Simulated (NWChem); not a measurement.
Species: C₂H₉AlN cation, singlet

```xyz
13

Al     0.1735    -0.0012    -0.0047
C      0.7838    -1.8242    -0.0049
H      0.5176    -2.3431     0.9324
H      1.8798    -1.8738    -0.1029
H      0.3515    -2.4125    -0.8321
C      0.7933     1.8188    -0.0056
H      0.3419     2.4197    -0.8131
H      1.8865     1.8626    -0.1329
H      0.5574     2.3284     0.9450
N     -1.8552     0.0064     0.0072
H     -2.2477     0.0901    -0.9389
H     -2.2545     0.7922     0.5334
H     -2.2653    -0.8495     0.3979
```
Atoms are numbered in this order, from 1.

Level: PBE0/def2-SVP (NWChem), optimised geometry, unscaled harmonic frequencies. Low-valent species are run as closed-shell singlets; no triplet was tried in these runs.

```tsv
frequency (cm⁻¹)	IR intensity (km/mol)
23	0.2
56	0.0
63	0.2
162	11.5
163	0.7
169	2.1
452	12.1
573	0.0
583	5.7
595	1.2
619	0.3
705	4.5
736	161.9
741	144.8
809	164.7
1232	50.7
1232	9.4
1337	194.4
1400	0.2
1409	5.1
1409	0.1
1416	11.8
1621	28.0
1622	37.7
3048	6.3
3049	2.5
3143	0.2
3143	2.8
3164	0.9
3164	5.3
3447	70.0
3542	103.9
3556	98.6
```

```yaml
zero_point_energy: 69.1 kcal/mol
thermal correction to the enthalpy at 298.15 K (with zero-point energy): 75.1 kcal/mol
heat capacity Cv: 27.1 cal/(mol K)
entropy at 298.15 K and 1 atm (symmetry number 1): 91.5 cal/(mol K)
```

Rigid rotor and harmonic oscillator; modes under 100 cm⁻¹ make the entropy uncertain.
